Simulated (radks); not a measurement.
Effect of the nuclear size on the potassium ion K+, [Ar]. Calculated with a radial shooting solver on a logarithmic mesh with Libxc functionals: Dirac Kohn-Sham, PBE, spin-unpolarised, spherical densities, finite nucleus; Fermi nuclear charge, rms radius 3.4349 fm. The rms radius is varied about that value; shifts are against it.

| rms radius (fm) | total energy shift (eV) | density at nucleus (e/bohr^3) | 1s1/2 shift (meV) | 2s1/2 shift (meV) |
|---|---|---|---|---|
| 2.8613 | -0.00723 | 5213 | -3.05 | -0.237 |
| 3.2769 | -0.00212 | 5196 | -0.893 | -0.069 |
| 3.4349 | 0 | 5191 | 0.000 | 0.000 |
| 3.7406 | 0.00438 | 5180 | 1.85 | 0.143 |
| 3.9158 | 0.00705 | 5175 | 2.97 | 0.231 |

Slopes of the eigenvalues against <r^2> in GHz/fm^2, as finite differences over the two radii next to the reference (eigenvalue slopes, not the field-shift constants of lines): 1s1/2 203, 2s1/2 15.8.
